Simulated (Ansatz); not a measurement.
Two members of one family ((MgSe)n), computed with Ansatz in the gas phase. The two geometries come from different levels. Binding counts from free atoms in the multiplicity of their measured ground term, without zero-point energy. The structures are stationary points that may keep the symmetry of their start.

First: (MgSe)2 ring (singlet, charge 0, PBE0-D4/def2-SVP geometry).

```xyz
4

Mg    0.469   -0.469   -1.185
Se    1.037   -1.464    0.991
Mg   -0.468    0.470    1.185
Se   -1.038    1.463   -0.991
```

```json
{"level": "PBE-D4/def2-SVP", "HOMO (eV)": "-4.89", "LUMO (eV)": "-3.36", "gap (eV)": "1.53", "binding per atom (eV)": "2.19"}
{"level": "r2SCAN-D4/def2-TZVP", "HOMO (eV)": "-5.19", "LUMO (eV)": "-3.04", "gap (eV)": "2.15", "binding per atom (eV)": "2.29"}
{"level": "r2SCANh-D4/def2-TZVP", "HOMO (eV)": "-5.56", "LUMO (eV)": "-2.84", "gap (eV)": "2.71", "binding per atom (eV)": "2.26"}
{"level": "PBE0-D4/def2-SVP", "HOMO (eV)": "-5.89", "LUMO (eV)": "-2.75", "gap (eV)": "3.14", "binding per atom (eV)": "2.15"}
{"level": "PBE0-D4/def2-TZVP", "HOMO (eV)": "-5.97", "LUMO (eV)": "-2.73", "gap (eV)": "3.24", "binding per atom (eV)": "2.17"}
```

Second: (MgSe)5 ring (singlet, charge 0, PBE-D4/def2-SVP geometry).

Cartesian coordinates in Å:
```
Mg 1.178 2.832 0.854
Se 2.967 2.734 -0.775
Mg 2.617 0.538 -1.733
Se 2.493 -1.606 -2.848
Mg 0.467 -2.520 -1.890
Se -1.513 -3.661 -1.091
Mg -2.369 -2.064 0.514
Se -3.440 -0.644 2.156
Mg -1.892 1.215 2.256
Se -0.507 3.177 2.558
```

Task: Estimate how these quantities change from the first to the second (second minus first).

Result: 
```
               level  Δ HOMO (eV)  Δ LUMO (eV)  Δ gap (eV)  Δ binding per atom (eV)
     PBE-D4/def2-SVP        -0.82         0.07        0.90                     0.40
 r2SCAN-D4/def2-TZVP        -0.88        -0.30        0.58                     0.38
r2SCANh-D4/def2-TZVP        -0.90        -0.33        0.57                     0.39
    PBE0-D4/def2-SVP        -0.91        -0.08        0.83                     0.42
   PBE0-D4/def2-TZVP        -0.88        -0.17        0.71                     0.38
```
